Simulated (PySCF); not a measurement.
CaF₂, SMILES [F][Ca][F].

Coordinates come from a PBE0-D3(BJ)/def2-TZVP optimisation. The isomer is the one that the SMILES or the coordinates give; other isomers of the formula were not compared.

Level of theory: PySCF with TDDFT-CAM-B3LYP/def2-TZVPD.

Vertical excitations. Gas-phase values at a fixed geometry. State labels are in the subgroup C2v.

```tsv
state	symmetry	energy (eV)	λ (nm)	f	main pairs
S1	B2	6.10	203	0.000	HOMO→LUMO 95 %
S2	B1	6.39	194	0.043	HOMO−1→LUMO 95 %
S3	A1	6.39	194	0.027	HOMO−2→LUMO 94 %
S4	A2	6.55	189	0.000	HOMO−3→LUMO 94 %
S5	B2	6.57	189	0.011	HOMO−4→LUMO 94 %
S6	A1	7.01	177	0.011	HOMO−5→LUMO 91 %
S7	A2	7.88	157	0.000	HOMO→LUMO+1 76 %, HOMO→LUMO+4 22 %
S8	B2	7.94	156	0.000	HOMO→LUMO+2 71 %, HOMO→LUMO+5 25 %
S9	B1	8.18	152	0.000	HOMO−2→LUMO+1 75 %, HOMO−2→LUMO+4 15 %
S10	A1	8.19	151	0.004	HOMO−1→LUMO+1 67 %, HOMO−1→LUMO+4 18 %
T1	B2	6.03	206	0	HOMO→LUMO 94 %
T2	B1	6.32	196	0	HOMO−1→LUMO 93 %
T3	A1	6.32	196	0	HOMO−2→LUMO 93 %
T4	A2	6.49	191	0	HOMO−3→LUMO 92 %
```
Triplets are in the Tamm–Dancoff approximation, which puts them higher than full response would, so one can lie above its singlet here.
